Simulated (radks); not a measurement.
Spherical quantum dot in the effective-mass picture: electrons in a parabolic well V = omega^2 r^2 / 2 with omega = 4.9, all in effective atomic units (hartree* = m*/eps^2 hartree, bohr* = eps/m* bohr), one dielectric constant everywhere. Calculated with a radial shooting solver with Libxc functionals: non-relativistic Kohn-Sham, LDA (Slater exchange, Perdew-Wang correlation), spin-polarised, spherical densities. Levels are named by radial order and angular momentum (1s, 1p, 1d, 2s, ...), and open shells are averaged over m. Results are scaled to m* = 0.102 and eps = 15.1, for which hartree* = 12.17 meV and bohr* = 7.834 nm.

N = 6, configuration 1s2 1p(up 3, down 1). This is the lowest configuration that the search found. Occupied and some empty levels:

level    occupation  eigenvalue (meV)  <r> (nm)
1s up             1            179.31     4.391
1s down           1            181.76     4.385
1p up             3            228.96     5.710
1p down           1            231.49     5.723
1d up             0            281.03     6.738
1d down           0            283.33     6.759
2s up             0            285.00     6.211
2s down           0            286.73     6.228
1f up             0            334.83     7.610
1f down           0            336.78     7.635

Energy (meV): total 1008.91, kinetic 335.19, external 449.16, Hartree 291.81, exchange-correlation -67.263.
